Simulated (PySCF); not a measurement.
This script is equivalent to a calculation on Ar³⁺ (argon, charge +3).

```python
from pyscf import gto, scf, dft, mp, cc
import basis_set_exchange as bse
mol = gto.M(atom="Ar 0 0 0", charge=3, spin=3, symmetry="D2h",
            basis=gto.basis.parse(bse.get_basis("aug-cc-pV(5+d)Z", elements=["Ar"], fmt="nwchem")))
mf = dft.UKS(mol, xc="LDA,VWN")
mf.irrep_nelec = {'Ag': (3, 3), 'B1u': (2, 1), 'B2u': (2, 1), 'B3u': (2, 1)}
mf.kernel()
```

Problem. What total energy does it give?

Solution. -522.831 hartree (calculated).

Problem. Which occupied shell lies highest, and where?

Solution. 3p α, at -51.522 eV.

Problem. What is ⟨S²⟩, and what would a pure spin state give?

Solution. 3.750, against 3.75.
